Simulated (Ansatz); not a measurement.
Gas-phase reaction 6 R1 + R2 → 3 P1 + 4 P2, each structure at its B3LYP-D3(BJ)/def2-SVP stationary point, reached from a drawn start (curvature not checked).
R1, H2 (SMILES [H][H]) (charge 0, multiplicity 1):
```xyz
2

H      0.0000     0.0000     0.3804
H      0.0000     0.0000    -0.3804
```
P1, H2O (SMILES O) (charge 0, multiplicity 1, Z-matrix in Å and degrees):
```
O
H 1 0.9667
H 1 0.9667 2 103.09
```
P2: SiH4 (SMILES [SiH4]), charge 0, multiplicity 1.
R2, H10O3Si4 (SMILES [SiH3]O[SiH](O[SiH3])O[SiH3]) (charge 0, multiplicity 1):
```csv
atom,x (Å),y (Å),z (Å)
Si,-0.0253,1.0033,-2.3046
O,0.3522,1.6433,-0.8159
Si,0.5833,1.2598,0.7709
O,-0.8582,0.8225,1.4415
Si,-2.1712,-0.1812,1.2493
O,1.6399,-0.0015,0.8782
Si,1.8236,-1.6248,0.5635
H,1.1728,0.3508,-2.9034
H,-0.4926,2.1033,-3.1887
H,-1.1081,-0.0140,-2.1566
H,1.1267,2.4207,1.4847
H,-2.8378,-0.3484,2.5675
H,-1.7190,-1.5119,0.7455
H,-3.1296,0.4065,0.2717
H,1.1700,-1.9641,-0.7351
H,1.1969,-2.4329,1.6468
H,3.2762,-1.9315,0.4848
```

P less R. No zero-point or thermal terms. One arrangement of each flexible species, with no search for the lowest.

Frozen-core correlation throughout.

Programs: Ansatz (Gaussian orbitals). All values are computed, each at the level named.

Total energies in hartree:

```json
[
 {"structure": "R1", "PBE/def2-TZVPP": "-1.166089", "B3LYP/def2-TZVPP": "-1.179798", "CCSD(T)/cc-pV(D+d)Z": "-1.163674"},
 {"structure": "P1", "PBE/def2-TZVPP": "-76.380213", "B3LYP/def2-TZVPP": "-76.466550", "CCSD(T)/cc-pV(D+d)Z": "-76.241267"},
 {"structure": "P2", "PBE/def2-TZVPP": "-291.721820", "B3LYP/def2-TZVPP": "-291.917027", "CCSD(T)/cc-pV(D+d)Z": "-291.399762"},
 {"structure": "R2", "PBE/def2-TZVPP": "-1389.192019", "B3LYP/def2-TZVPP": "-1390.161965", "CCSD(T)/cc-pV(D+d)Z": "-1387.493526"}
]
```

Question: Work out the reaction energy at each level in kcal/mol (1 hartree = 627.50947 kcal/mol), and say how far PBE/def2-TZVPP lies from CCSD(T)/cc-pV(D+d)Z.

Answer: 
- PBE/def2-TZVPP: 4 × (-291.721820) + 3 × (-76.380213) − (-1389.192019) − 6 × (-1.166089) = 0.160634 hartree = 100.80 kcal/mol
- B3LYP/def2-TZVPP: 4 × (-291.917027) + 3 × (-76.466550) − (-1390.161965) − 6 × (-1.179798) = 0.172995 hartree = 108.56 kcal/mol
- CCSD(T)/cc-pV(D+d)Z: 4 × (-291.399762) + 3 × (-76.241267) − (-1387.493526) − 6 × (-1.163674) = 0.152721 hartree = 95.83 kcal/mol
PBE/def2-TZVPP less CCSD(T)/cc-pV(D+d)Z: 4.97 kcal/mol. CCSD(T)/cc-pV(D+d)Z is the level counted from, the highest shown, and no exact or measured value.

Ansatz is an electronic-structure program.
